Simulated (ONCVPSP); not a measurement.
Plane-wave convergence, ONCV potential for Be (Z = 4)

```json
{
 "Element": "beryllium",
 "Generator": "ONCVPSP 4.0.1",
 "Type": "optimised norm-conserving Vanderbilt (ONCV)",
 "Functional": "PBEsol",
 "Relativity": "scalar-relativistic",
 "Frozen core": "[He]",
 "Valence charge": "2",
 "Reference configuration": "2s2",
 "Partial waves": "2s: rc 1.50 bohr, ncon 5, nbas 8, qcut 4.2 1/bohr, local; p scattering state at 0.23 Ha: rc 1.60 bohr, ncon 3, nbas 6, qcut 4.9 1/bohr, 2 projectors, debl 1.5 Ha",
 "Local potential": "the s channel",
 "Core correction": "Teter function, fcfact 3.5, rcfact 1.6"
}
```

In the p channel the program set the typed energies aside and used 0.050, 1.550 Ha.

Q: For each optimised wave give the share of its norm inside rc, the residual kinetic energy above qcut (Ha) and the cutoffs (Ha) for errors of 10, 1, 0.1 and 0.01 mHa per electron.

A:

```json
{"wave": "2s", "norm inside rc": "0.145", "residual KE": "4.1e-04", "10 mHa": "2.9", "1 mHa": "6.2", "0.1 mHa": "55.5", "0.01 mHa": "71.9"}
{"wave": "p projector 1", "norm inside rc": "0.329", "residual KE": "4.1e-04", "10 mHa": "6.5", "1 mHa": "10.5", "0.1 mHa": "28.1", "0.01 mHa": "57.7"}
{"wave": "p projector 2", "norm inside rc": "0.141", "residual KE": "2.1e-03", "10 mHa": "9.0", "1 mHa": "13.3", "0.1 mHa": "27.3", "0.01 mHa": "50.4"}
```

The occupied waves need 6.2 Ha and 55 Ha for 1 and 0.1 mHa.
